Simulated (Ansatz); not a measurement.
Input for Ansatz (a quantum-chemistry and plane-wave program): R-CCSD(T)/aug-cc-pVDZ on CH5F2N (a complex), monomers drawn apart or pushed together.

Ansatz 0.2 input:
```yaml
crystal:
  periodic: [false, false, false]
  atoms:
    - {symbol: N, position_ang: [-0.00899791, -0.09882619, -0.11896574]}
    - {symbol: H, position_ang: [-1.02158851, -0.08224058, -0.17192577]}
    - {symbol: H, position_ang: [0.31877598, 0.83279346, -0.34891244]}
    - {symbol: H, position_ang: [0.32127543, -0.72331527, -0.84607353]}
    - {symbol: F, position_ang: [-1.04479152, -0.41524361, 5.49798469]}
    - {symbol: C, position_ang: [0.27793627, -0.30994424, 5.16352320]}
    - {symbol: F, position_ang: [0.72732912, 0.90898258, 5.59199492]}
    - {symbol: H, position_ang: [0.36839647, -0.35900620, 4.07766279]}
    - {symbol: H, position_ang: [0.82811551, -1.08473653, 5.70093910]}
basis:
  gaussian:
    orbitals: aug-cc-pVDZ
magnetization: {spin_polarized: false}
correlation: {method: ccsd_t, electrons: outside_noble_gas}
scf: {lower_state_search: off}
```

Output:

```
WARN ansatz: RAYON_NUM_THREADS=2 ignored (pool sized by the plan → 2); use --threads N
Functional definition: HF
these checks for a lower state are left out or cut short: stability, starts, cluster_reference, orbital_swaps, neighbouring_geometries, increment
integrals: 0.30 GiB planned
1303 factors; integrals over basis functions are off by at most 8.5e-4 eV
mean field: 0.45 GiB planned
mean field evaluation 1: about -8000.3223 eV, gradient 4.2e1 eV
mean field evaluation 2: about -8000.3806 eV, gradient 4.2e1 eV
mean field evaluation 4: about -8003.8635 eV, gradient 2.9e0 eV
mean field evaluation 8: about -8003.8950 eV, gradient 2.2e-1 eV
mean field -8003.89526306 eV, -294.1377256824 hartree, gradient 1.7e-6 eV, S^2 0.000000; 0 other end points of the search recorded, 0 dependent functions left out
4 core orbitals not correlated
reference -8003.89526306 eV, -294.1377256824 hartree; 14, 14 occupied and 119, 119 virtual orbitals, 1303 factors
second order -20.49681302 eV of doubles, -0.00000000 eV of singles
coupled cluster: 0.97 GiB planned
cycle   1  -20.77565315 eV  change   -2.8e-1 eV  update   1.0e-1
cycle   2  -21.23495582 eV  change   -4.6e-1 eV  update   2.7e-2
cycle   3  -21.35594879 eV  change   -1.2e-1 eV  update   1.4e-2
cycle   4  -21.35088251 eV  change    5.1e-3 eV  update   2.8e-3
cycle   5  -21.34908983 eV  change    1.8e-3 eV  update   1.2e-3
cycle   6  -21.34970605 eV  change   -6.2e-4 eV  update   3.7e-4
cycle   7  -21.34963393 eV  change    7.2e-5 eV  update   1.4e-4
cycle   8  -21.34954371 eV  change    9.0e-5 eV  update   4.6e-5
cycle   9  -21.34954606 eV  change   -2.4e-6 eV  update   1.6e-5
perturbative correction -0.54560407 eV, -0.0200505798 hartree
Total energy: -8025.79041319 eV, -294.9423576088 hartree
Checks for a lower state left out: stability, starts, cluster_reference, orbital_swaps, neighbouring_geometries, increment
```

The calculation finished and met its thresholds.

Cost: around 40 core-seconds (rough).
